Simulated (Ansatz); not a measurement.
CH₂BClO, SMILES `ClB1CO1` at its PBE0-D4/def2-TZVP geometry, where that method's forces vanish. Charge 0, multiplicity 1.

```xyz
6

Cl    1.6367    0.7044   -1.7100
B     0.6169    0.2376   -0.4113
C    -0.6384   -0.2275    0.2716
O     0.6978    0.1049    0.9043
H    -0.8911   -1.2790    0.3687
H    -1.4220    0.4595    0.5767
```

What forces (eV/Å) does B3LYP-D4/def2-TZVPP give on these atoms in Ansatz 0.2.0? (An estimate is asked.)

Ansatz gave: 
```
Cl1  0.109  0.052 -0.153
B2  -0.044 -0.021  0.065
C3  -0.422 -0.116 -0.107
O4   0.326  0.074  0.211
H5  -0.005  0.073  0.000
H6   0.036 -0.062 -0.017
```

B3LYP here is the variant with VWN-RPA as its local correlation; programs differ in this.
